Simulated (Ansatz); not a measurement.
`CC[N](C)[Hf]([Cl])([Cl])[N](C)CC` at its PBE0-D4/def2-TZVP geometry, where that method's forces vanish. The species carries charge 0 and has multiplicity 1. Hf takes the def2 core potential.

```xyz
27

C    -3.4764   -0.6257    0.8066
C    -2.7184   -0.2813   -0.4644
N    -1.2853   -0.5286   -0.3958
C    -0.9235   -1.9219   -0.3301
Hf   -0.1975    1.1550   -0.4762
Cl   -0.6304    2.1690   -2.5863
Cl   -0.9086    2.5486    1.3068
N     1.7179    0.5427   -0.3942
C     2.0651   -0.1699   -1.6107
C     2.8301    0.6288    0.5233
C     2.4900    1.3419    1.8130
H    -3.4078   -1.6903    1.0390
H    -3.0787   -0.0616    1.6532
H    -4.5348   -0.3793    0.6960
H    -3.1430   -0.8246   -1.3214
H    -2.8837    0.7845   -0.6900
H    -1.2709   -2.3997    0.5939
H     0.1617   -2.0318   -0.3644
H    -1.3496   -2.4832   -1.1737
H     1.2083   -0.2379   -2.2959
H     2.8686    0.3349   -2.1621
H     2.3872   -1.1979   -1.3961
H     3.1872   -0.3878    0.7495
H     3.6706    1.1406    0.0299
H     1.6802    0.8375    2.3466
H     2.1811    2.3740    1.6322
H     3.3607    1.3637    2.4711
```

Q: What forces (eV/Å) does B3LYP-D4/def2-TZVPP give on these atoms in the Gaussian-basis code of Ansatz? (An estimate is asked.)

A: Ansatz gave: 
```
C1  -0.129 -0.050  0.190
C2  -0.245  0.113 -0.219
N3   0.046  0.022  0.005
C4   0.114 -0.306  0.019
Hf5 -0.002  0.155  0.043
Cl6 -0.041  0.103 -0.205
Cl7 -0.059  0.128  0.168
N8  -0.044  0.030  0.022
C9   0.089 -0.190 -0.316
C10  0.278 -0.082  0.015
C11 -0.032  0.115  0.212
H12 -0.011  0.061 -0.002
H13 -0.029 -0.037 -0.039
H14  0.043 -0.013  0.015
H15  0.012  0.027  0.043
H16 -0.002 -0.092  0.014
H17  0.024  0.008 -0.054
H18 -0.071 -0.010  0.003
H19  0.023  0.010  0.041
H20  0.089 -0.007  0.046
H21 -0.032 -0.035  0.021
H22 -0.010  0.050 -0.021
H23 -0.003  0.052 -0.007
H24 -0.029 -0.030  0.032
H25  0.047  0.035 -0.023
H26  0.018 -0.061  0.021
H27 -0.043  0.003 -0.022
```

B3LYP here is the variant with VWN-RPA as its local correlation; programs differ in this.
